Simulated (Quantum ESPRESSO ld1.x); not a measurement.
Species: Pt4+. Configuration: [Xe] 4f14 5d6 (the NIST ground configuration). Method: scalar-relativistic Kohn-Sham, LDA (Slater exchange, VWN5 correlation), spin-polarised, spherical densities, point nucleus; open shells are filled with parallel spins first; computed with ld1.x of Quantum ESPRESSO 7.5.

Normalised radial functions P(r) = r R(r), r in bohr:

r,5s down,4f down
0.002651,0.1530,0.0000
0.003508,0.1771,0.0000
0.004642,0.1985,0.0000
0.006191,0.2127,0.0000
0.008191,0.2116,0.0001
0.01084,0.1863,0.0002
0.01446,0.1246,0.0005
0.01913,0.0239,0.0013
0.02531,-0.1104,0.0035
0.03375,-0.2520,0.0093
0.04466,-0.3307,0.0232
0.05909,-0.2736,0.0550
0.07881,-0.0317,0.1249
0.1043,0.2966,0.2555
0.138,0.4759,0.4738
0.184,0.2465,0.7909
0.2435,-0.3109,1.1309
0.3222,-0.6867,1.3786
0.4297,-0.3623,1.4078
0.5685,0.4858,1.1938
0.7522,1.1498,0.8345
1.003,1.1503,0.4608
1.327,0.6951,0.2005
1.756,0.2644,0.0646
2.343,0.0569,0.0135
3.1,0.0066,0.0017
4.101,0.0003,0.0001

5s down: eigenvalue -151.69 eV, 4 radial nodes at r = 0.0202, 0.0811, 0.210, 0.489 bohr, <r> = 0.943 bohr, 90 % of the charge inside 1.35 bohr. 4f down: eigenvalue -121.56 eV, 0 radial nodes, <r> = 0.514 bohr, 90 % of the charge inside 0.828 bohr.
